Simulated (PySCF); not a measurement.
Below is a simulated gas-phase C 1s photoelectron spectrum of `O=C([O-])C[AsH2]`.

Every computed line was given a Gaussian of 0.4 eV full width at half maximum and an area set by the number of equivalent atoms; the highest printed point is 100. Method: delta-SCF UKS SCAN, pcX-2 on the ionised atom, pcseg-1 elsewhere, spin-free X2C (PySCF 2.14.0).

binding energy (eV), intensity and a bar:
```
    285.2          1 
    285.3          5 ##
    285.4         19 ######
    285.5         46 ##############
    285.6         81 ########################
    285.7        100 ##############################
    285.8         87 ##########################
    285.9         54 ################
    286.0         24 #######
    286.1          7 ##
    286.2          2 
    286.3          0 
    286.4          0 
    286.5          0 
    286.6          0 
    286.7          0 
    286.8          0 
    286.9          0 
    287.0          0 
    287.1          0 
    287.2          0 
    287.3          0 
    287.4          0 
    287.5          0 
    287.6          1 
    287.7          4 #
    287.8         16 #####
    287.9         42 #############
    288.0         77 #######################
    288.1         99 ##############################
    288.2         91 ###########################
    288.3         59 ##################
    288.4         27 ########
    288.5          9 ###
    288.6          2 #
    288.7          0
```

Task: Count the maxima, the lines and the sites behind this envelope.

Result: The curve has 2 maxima (at 285.7 and 288.1 eV). Under it lie 2 lines from 2 inequivalent carbon sites.

Task: Decompose the envelope and assign each component. Numbering: `[O:1]=[C:2]([O-:3])[CH2:4][AsH2:5]`.

Result: 
```csv
position (eV),relative area,line,atoms,environment
285.71,1,C 1s,C4,sp3 carbon next to a carbonyl
288.12,1,C 1s,C2,carboxylate carbon
```

Task: What are the centre and the root-mean-square width of the whole band?

Result: The area-weighted mean of the lines is 286.92 eV. Their own spread about it is 1.21 eV (rms) and each Gaussian has σ = 0.4/2.355 = 0.17 eV; the variances add, which gives 1.22 eV.

Task: Above which line width would these two lines show one maximum?

Result: Two equal Gaussians merge once their distance is under 2σ = FWHM/1.177. With 2.41 eV between them that is a full width over 2.84 eV.

The listed C 1s values span 2.41 eV, from C4 (bonded to C, 2 H and As) to C2 (bonded to 2 O and C).

Shake-up satellites, vibrational structure and lifetime widths aren't simulated. The species carries charge -1, so core ionisation leaves a neutral species. The basis sets have no added diffuse functions. Geometry: PBE0-D3(BJ)/def2-SVP, one conformer, isolated ion.

The values belong to the conformer `[O:1]=[C:2]([O-:3])[CH2:4][AsH2:5]`: O1–C2–C4–As5 1°, H–As5–C4–C2 -166°, H–As5–C4–C2 -75°.
